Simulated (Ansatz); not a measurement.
Correlation energies of `[OH][GaH][Cl]` by basis set

| atom | x (Å) | y (Å) | z (Å) |
| --- | --- | --- | --- |
| O1 | 0.966 | -0.835 | -0.492 |
| Ga2 | 0.001 | 0.354 | 0.399 |
| Cl3 | -2.020 | 0.580 | -0.284 |
| H4 | 0.482 | -1.266 | -1.202 |
| H5 | 0.571 | 1.167 | 1.578 |

The species carries charge 0 and has multiplicity 1. Correlated methods include outer-core shells of Ga, which these sets cover unevenly. Scalar relativity is left out up to krypton. All single points use the PBE0-D4/def2-TZVP geometry. It is one conformer, not always the lowest. Frozen core, restricted reference, Ansatz 0.2.0.

```csv
basis,HF (Eh),MP2 corr.
def2-SVP,-2458.40832,-0.53380
def2-TZVPP,-2458.91408,-0.65722
def2-QZVPP,-2458.97120,-0.94415
```

Question: Estimate the CCSD correlation energy and the (T) correction in each basis where they were run (hartree).

Answer: 
```
     basis  CCSD corr.       (T)
  def2-SVP    -0.54427  -0.01393
def2-TZVPP    -0.67233  -0.02658
```
